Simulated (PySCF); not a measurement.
Compound: C4H3B.
SMILES: `C#CC#CB`

Level: CAM-B3LYP/def2-SVPD in PySCF, non-relativistic, on one gas-phase PBE0-D3(BJ)/def2-SVP geometry that isn't relaxed in the solvent. The solvent is an IEF-PCM continuum (Bondi radii, 1.10 Å for H, scaled by 1.2), and excitations are vertical TDDFT with non-equilibrium linear response and a frozen core. Only the electrostatic response of the medium enters.

```tsv
run	E − E(gas) (kcal/mol)	HOMO (eV)	HOMO–LUMO gap (eV)	dipole (D)	lowest singlet (eV)	static polarisability (au)
gas	0.00	-8.73	6.93	1.35	3.08	70.7
P	-1.65	-8.75	6.97	1.66	3.11	88.4
Q	-2.22	-8.77	6.98	1.76	3.12	94.7
```

Problem. The runs were made in acetone and chloroform. Which run belongs to which solvent?

Solution. P = chloroform, Q = acetone. The dielectric constants are 4.711 (chloroform), 20.49 (acetone), and the energy falls further as ε rises. The optical constants n² used for the excitations are 2.09, 1.85 in the same order. In this model the ground state sees the solvent through ε alone.

Problem. How constant is the ratio of the lowering to (ε − 1)/(2ε + 1)?

Solution. 
```csv
solvent,(ε − 1)/(2ε + 1),E − E(gas) (kcal/mol),ratio (kcal/mol),polarisation term (kcal/mol)
chloroform,0.356,-1.65,-4.6,-1.84
acetone,0.464,-2.22,-4.8,-2.58
```

The ratio changes by +3.3 % in size from chloroform to acetone. The polarisation term is half the interaction of the solute with the induced surface charges.
